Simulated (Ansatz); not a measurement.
Geometry optimisation, Ansatz, RKS PBE0-D4/6-31G*.

input.yaml

```yaml
crystal:
  periodic: [false, false, false]
  atoms:
    - { symbol: Al, position_ang: [0.0, 0.0, 0.0] }
    - { symbol: H, position_ang: [0.0, 0.0, 1.91] }
    - { symbol: O, position_ang: [1.5415, 0.0, -0.89] }
    - { symbol: H, position_ang: [1.8414, -0.9519, -1.0449] }
    - { symbol: H, position_ang: [-1.351, 0.0, -0.78] }
    - { symbol: O, position_ang: [0.0932, 1.9717, 0.6559] }
    - { symbol: Si, position_ang: [0.6908, 2.464, 2.1468] }
    - { symbol: H, position_ang: [1.0856, 1.2931, 2.9244] }
    - { symbol: H, position_ang: [1.8507, 3.3277, 1.9459] }
    - { symbol: H, position_ang: [-0.3439, 3.1998, 2.8677] }
    - { symbol: H, position_ang: [0.0471, 0.9963, 1.8084] }
basis:
  gaussian: { orbitals: "6-31G*" }
hamiltonian:
  xc: pbe0
  dispersion: d4
relax:
  f_tol: 0.15
  max_steps: 25
  restrain:
    - { distance: [0, 5], at: 2.98, k: 30.0 }
    - { distance: [10, 1], at: 1.86, k: 30.0 }
    - { distance: [0, 1], at: 1.56, k: 30.0 }
    - { distance: [10, 5], at: 1.01, k: 30.0 }
```

Run as:

```bash
$ ansatz run input.yaml --threads 1 --pin off --max-ram 2048MiB --backend cpu --events-out ev --progress --plain --runs-dir out
```

Task: Where does it end, and by what steps?

Result: The forces met the threshold. The restraints hold the end off the free minimum; the threshold counts their pulls, which the force column leaves out. Restrained pairs: Al1–O6 (2.08 → 2.97 Å), H2–H11 (1.00 → 1.87 Å), Al1–H2 (1.91 → 1.58 Å), O6–H11 (1.51 → 0.99 Å). After 12 steps the energy has fallen by 2.391 eV (the restraints' own energy left out); H2 moved furthest, 1.25 Å.

```json
{"step": "0", "energy less start (eV)": "0.0000", "largest force component (eV/Å)": "3.679", "accepted": "yes"}
{"step": "1", "energy less start (eV)": "0.2765", "largest force component (eV/Å)": "3.664", "accepted": "yes"}
{"step": "2", "energy less start (eV)": "0.1116", "largest force component (eV/Å)": "4.198", "accepted": "yes"}
{"step": "3", "energy less start (eV)": "-0.5466", "largest force component (eV/Å)": "2.317", "accepted": "yes"}
{"step": "4", "energy less start (eV)": "-1.3499", "largest force component (eV/Å)": "2.011", "accepted": "yes"}
{"step": "5", "energy less start (eV)": "-1.7637", "largest force component (eV/Å)": "1.889", "accepted": "yes"}
{"step": "6", "energy less start (eV)": "-1.9928", "largest force component (eV/Å)": "1.342", "accepted": "yes"}
{"step": "7", "energy less start (eV)": "-2.1201", "largest force component (eV/Å)": "1.128", "accepted": "yes"}
{"step": "8", "energy less start (eV)": "-2.2743", "largest force component (eV/Å)": "0.932", "accepted": "yes"}
{"step": "9", "energy less start (eV)": "-2.3590", "largest force component (eV/Å)": "0.769", "accepted": "yes"}
{"step": "10", "energy less start (eV)": "-2.3696", "largest force component (eV/Å)": "1.018", "accepted": "yes"}
{"step": "11", "energy less start (eV)": "-2.3871", "largest force component (eV/Å)": "0.882", "accepted": "yes"}
{"step": "12", "energy less start (eV)": "-2.3913", "largest force component (eV/Å)": "0.906", "accepted": "yes"}
```

```xyz
11
Properties=species:S:1:pos:R:3
Al -0.158 -0.372 -0.502
H -0.513 -0.681 1.001
O 1.405 -0.751 -1.091
H 2.091 -1.080 -0.504
H -1.220 0.130 -1.561
O -0.013 1.849 1.461
Si 0.848 2.826 2.506
H 1.863 2.045 3.272
H 1.527 3.837 1.658
H -0.044 3.511 3.485
H -0.332 0.987 1.818
```

The run took 56 s on 1 thread of Arm Neoverse V1 (shared host), peak memory 0.16 GiB.
